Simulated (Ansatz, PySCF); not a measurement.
GaClBr2, SMILES [Cl][Ga]([Br])[Br].

The structure is a stationary point at B3LYP-D3(BJ)/def2-SVP.

Vertical ionisation energy (IE) and electron affinity (EA) in eV. Rows of orbital energies are one-electron estimates. Where ΔSCF, EOM or ADC give a negative EA the extra electron is unbound and the value depends on the basis.

```csv
level,IE,EA
"−ε(HOMO), −ε(LUMO), PBE0/def2-TZVP (PySCF)",8.85,2.34
"−ε(HOMO), −ε(LUMO), PBE/def2-TZVP (PySCF)",(withheld),(withheld)
"ΔSCF, PBE0/def2-SVPD (Ansatz), final states of multiplicity 2 and 2",10.86,0.90
"ΔSCF, PBE/def2-SVPD (Ansatz), final states of multiplicity 2 and 2",10.32,1.01
```

Problem. Some entries are withheld; supply them. (An estimate is asked for; the answer gives what the named calculation found.)

Solution. 
- −ε(HOMO), −ε(LUMO), PBE/def2-TZVP (PySCF), IE: 7.54
- −ε(HOMO), −ε(LUMO), PBE/def2-TZVP (PySCF), EA: 3.22

Problem. What vertical singlet–triplet gap does ΔSCF give with PBE0/def2-SVPD (Ansatz, a program for electronic structure) and with PBE/def2-SVPD (Ansatz)? (Estimate from the structure and the level; the computed values follow.)

Solution. 4.87 and 4.28 eV (triplet above singlet where positive).
